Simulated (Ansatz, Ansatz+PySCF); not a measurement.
```xyz
5

C     0.0000    0.0000    0.0000
H     0.6847    0.6847    0.6847
H     0.6847   -0.6847   -0.6847
H    -0.6847    0.6847   -0.6847
H    -0.6847   -0.6847    0.6847
```

Basis set: def2-SVP (spherical functions). Left uncorrelated: 1 orbital. Charge 0, multiplicity 1.

Computed with Ansatz (development build ahead of 0.2.0); each method stands on the lowest determinant of its kind that the runs found. Restricted open shells among the atoms or ions are ROHF, correlated in semicanonical orbitals with singles.

Problem. Give the atomization energy at this shape (free ground-state atoms in the same class of orbitals less the molecule, no zero-point energy) of singlet CH₄ by RHF-CCSD(T), RHF-MP2, RHF, UHF.

Solution.

```csv
method,atomization energy
RHF-CCSD(T),17.10 eV
RHF-MP2,16.88 eV
RHF,13.87 eV
UHF,13.76 eV
```

Caution: the shape is not the minimum.
